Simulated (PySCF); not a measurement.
FH6NOSi2, SMILES N[SiH2]O[SiH2]F.

Geometry optimised at PBE0-D3(BJ)/def2-SVP. This is a generated structure with no PubChem entry under its InChIKey; it may be hypothetical. Other conformers were not sampled.

These are B3LYP/def2-TZVP (PySCF) values and carry that method's errors.

The molecule is in vacuum.

```yaml
total_energy: -812.77733 hartree
highest_occupied_level: -7.75 eV
lowest_empty_level: 0.16 eV
orbital_gap: 7.91 eV
dipole_moment: 2.58 D
quadrupole, principal values (traceless, Buckingham form, about the centre of nuclear charge): -4.66, 0.72, 3.94 D·Å
mean_static_polarisability: 58.6 bohr³ (8.68 Å³)
polarisability_principal_values: 54.0, 55.0, 66.7 bohr³
```
